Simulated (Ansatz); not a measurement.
Species: sum formula AlBr2F, charge 0, multiplicity 1. 
Geometry from a B3LYP-D3(BJ)/def2-TZVP (Ansatz, a first-principles code) optimisation:
```
Al
F 1 1.6396
Br 1 2.2316 2 118.93
Br 1 2.2316 2 118.93 3 180.00
```

Computed values are from Ansatz. Cores are frozen in the correlated levels unless marked. UHF or UKS for open shells. Spin-orbit coupling is left out. The frozen core is the preceding noble-gas configuration, with the filled d and f shells of earlier blocks. No relativistic terms. CBS marks a two-point X^-3 extrapolation of the correlation energy; Hartree-Fock from the larger set.

What is the dipole moment at CCSD(T)/def2-SVPD?

0.70 D.

What is the atomisation energy De at CCSD(T)/CBS(def2-TZVPPD,def2-QZVPPD)?

1355.0 kJ/mol.

What is the T1 diagnostic at CCSD/def2-QZVPPD?

0.010.

What is the total energy at CCSD(T)/CBS(def2-TZVPPD,def2-QZVPPD)?

-5487.3859 Eh.
